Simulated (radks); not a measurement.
The numbers below are computed, except where a source is named.
Question: Code: a radial shooting solver on a logarithmic mesh with Libxc functionals. Model: scalar-relativistic Kohn-Sham, LDA (Slater exchange, Perdew-Wang correlation), spin-polarised, spherical densities, finite nucleus; open shells are filled with parallel spins first (spin-orbit coupling, left out, can overturn this in heavy ions); Fermi nuclear charge, rms radius of each element as measured or else 0.836 A^(1/3) + 0.57 fm. Response by self-consistent Sternheimer equations with the Hartree and adiabatic LDA kernel, the relativistic mass of each level held fixed and spin-orbit coupling left out. For heavy and open-shell atoms this level of theory can miss by tens of per cent. Rank Pt3+, Pt2+, Pt+, Pt6+, Pt5+, Pt, Pt4+ (NIST ground configurations) by static dipole polarisability, largest first.

Answer: Pt 37.72, Pt+ 16.13, Pt2+ 9.726, Pt3+ 6.496, Pt4+ 4.606, Pt5+ 3.401, Pt6+ 2.606 bohr^3.
